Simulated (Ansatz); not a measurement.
Cartesian coordinates in Å:
```
C 1.4078 -2.1771 -1.5510
C 0.0073 -1.9649 -0.9918
In -0.1508 -0.1660 0.1721
F 1.6838 0.2020 0.8477
C -1.3939 1.3959 0.9669
C -0.6016 2.6399 1.3454
H 2.1653 -2.1381 -0.7663
H 1.4893 -3.1473 -2.0517
H 1.6718 -1.4111 -2.2843
H -0.7482 -1.9435 -1.7809
H -0.2740 -2.7809 -0.3182
H -2.1816 1.6190 0.2430
H -1.8935 0.9663 1.8411
H 0.2193 2.4045 2.0245
H -0.1586 3.1201 0.4699
H -1.2423 3.3813 1.8336
```

Total charge 0; spin multiplicity 1. In takes the def2 core potential.

(1) List the PBE0/def2-TZVPP orbital energies in eV (Ansatz). (Estimate.)

## Answers

(1) Computed: Occupied: -670.98, -278.30, -278.30, -277.90, -277.90, -127.95, -84.49, -84.18, -84.09, -29.64, -21.76, -21.22, -21.00, -20.95, -20.95, -20.68, -20.35, -17.07, -16.95, -12.45, -12.36, -12.17, -11.77, -10.78, -10.50, -10.45, -9.82, -9.77, -9.27, -9.19, -8.38, -7.10. Lowest empty: -1.01, -0.43, 0.45, 0.96, 1.73, 1.86, 2.62, 2.95.
